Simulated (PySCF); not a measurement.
**CaAs: frontier orbitals**

M06 at R = 2.869 Å; basis Ca x2c-SVPall, As x2c-SVPall; spin-free X2C with a Gaussian nucleus; PySCF 2.14. State: ⁴Σ⁻ (quartet), unpaired electrons σ ↑, π ↑↑. Only the outer orbitals are listed, counted within each symmetry.

| spin | orbital | occ. | ε (eV) | on Ca (%) | main shells (%) |
| --- | --- | --- | --- | --- | --- |
| α | 5π | 1 | -30.11 | 100 | 100 Ca p |
| α | 5π | 1 | -30.11 | 100 | 100 Ca p |
| α | 11σ | 1 | -29.95 | 100 | 100 Ca p |
| α | 12σ | 1 | -15.99 | 2 | 97 As s |
| α | 13σ | 1 | -6.50 | 21 | 78 As p, 16 Ca s |
| α | 6π | 1 | -6.22 | 7 | 92 As p |
| α | 6π | 1 | -6.22 | 7 | 92 As p |
| α | 14σ | 1 | -3.99 | 93 | 78 Ca s, 10 Ca p |
| α | 15σ | 0 | -0.58 | 98 | 68 Ca d, 27 Ca p |
| α | 7π | 0 | -0.49 | 100 | 59 Ca p, 41 Ca d |
| α | 7π | 0 | -0.49 | 100 | 59 Ca p, 41 Ca d |
| β | 5π | 1 | -30.01 | 100 | 100 Ca p |
| β | 5π | 1 | -30.01 | 100 | 100 Ca p |
| β | 11σ | 1 | -29.91 | 100 | 100 Ca p |
| β | 12σ | 1 | -14.01 | 4 | 95 As s |
| β | 13σ | 1 | -5.31 | 45 | 53 As p, 43 Ca s |
| β | 6π | 0 | -2.94 | 21 | 79 As p, 12 Ca d, 9 Ca p |
| β | 6π | 0 | -2.94 | 21 | 79 As p, 12 Ca d, 9 Ca p |
| β | 14σ | 0 | -2.77 | 75 | 48 Ca s, 25 As p, 22 Ca p |

Which are the highest filled and the lowest empty level, where do they sit, and how wide is the gap?

Highest filled α 14σ at -3.99 eV (in %: 78 Ca s, 10 Ca p); lowest empty β 6π at -2.94 eV (in %: 79 As p, 12 Ca d, 9 Ca p); the gap at M06 is 1.05 eV.

| Quantity | Value |
| --- | --- |
| bond order (Mayer) | 1.05 |
| ⟨S²⟩ | 3.758 |
| charge on Ca (Mulliken, basis-dependent) | 0.20 |
| charge on Ca (Löwdin, basis-dependent) | 0.02 |
| dipole moment (positive dipole means Ca(−)As(+)) | -2.17 D |

Spin–orbit coupling is left out. The state was picked by a PBE0 search and need not be the measured ground state.
